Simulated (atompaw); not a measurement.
## Before and after: PAW (atompaw) potential for osmium (Os)

atompaw 4.2.0.5 input, output lines left out:

```
Os 76
GGA-PBE scalarrelativistic loggrid 2001 logderivrange -11 5 401
6 6 5 4 0 0
6 0 0
6 1 0
5 2 5
0 0 0
c
c
c
c
v
v
c
c
c
v
v
c
c
v
v
3
2.50 2.50 2.00 2.15
n
n
y
-2.2
n
y
-3.05
n
custom rrkj vanderbiltortho besselshape
bessel
1.25
2.50
1.30
2.15
2.50
2.50
0.65
0.65
```

All-electron outer shells of the reference configuration (PBE, scalar-relativistic, ld1.x):

```json
{"shell": "4p", "level (eV)": "-502.59", "outermost node (bohr)": "0.23", "outermost maximum (bohr)": "0.42"}
{"shell": "4d", "level (eV)": "-303.76", "outermost node (bohr)": "0.21", "outermost maximum (bohr)": "0.44"}
{"shell": "5s", "level (eV)": "-122.23", "outermost node (bohr)": "0.51", "outermost maximum (bohr)": "0.91"}
{"shell": "4f", "level (eV)": "-82.85", "outermost node (bohr)": "–", "outermost maximum (bohr)": "0.40"}
{"shell": "5p", "level (eV)": "-81.28", "outermost node (bohr)": "0.55", "outermost maximum (bohr)": "1.03"}
{"shell": "5d", "level (eV)": "-34.98", "outermost node (bohr)": "0.60", "outermost maximum (bohr)": "1.33"}
{"shell": "6s", "level (eV)": "-30.44", "outermost node (bohr)": "1.19", "outermost maximum (bohr)": "2.24"}
{"shell": "6p", "level (eV)": "-22.07", "outermost node (bohr)": "1.39", "outermost maximum (bohr)": "2.70"}
```

Change: local potential bessel scheme, radius 1.86 bohr.

Cutoffs: the cutoffs (Ry, on a coarse ladder) from which the occupation-weighted sum of valence levels, in a spherical-Bessel basis at the reference potential, stays within 10 and 1 mRy of its value at 400 Ry; they do not see the model core or the augmentation charge, which bear on the density cutoff.

Task: What does the change do?

Result: The range in which the d phases agree widens (upper end 1.1 → at the end of the scan); neither file shows a bound ghost.

| quantity | base | changed |
| --- | --- | --- |
| bound ghosts | none | none |
| s: phases at 2.50 bohr within 0.05 rad from the reference energy up to (Ry; the scan ends near 5) | 0.7 | 0.5 |
| p: phases at 2.50 bohr within 0.05 rad from the reference energy up to (Ry; the scan ends near 5) | 3.8 | 3.5 |
| d: phases at 2.50 bohr within 0.05 rad from the reference energy up to (Ry; the scan ends near 5) | 1.1 | to the end of the scan |
| f: phases at 2.50 bohr within 0.05 rad from the reference energy up to (Ry; the scan ends near 5) | 3.3 | 3.6 |
| lowest overlap eigenvalue by channel | s 0.33, p 0.51, d 0.91, f 1.00 | s 0.32, p 0.50, d 0.92, f 1.00 |

 The cutoffs see the waves, projectors and local potential, not the compensation charge or the core.
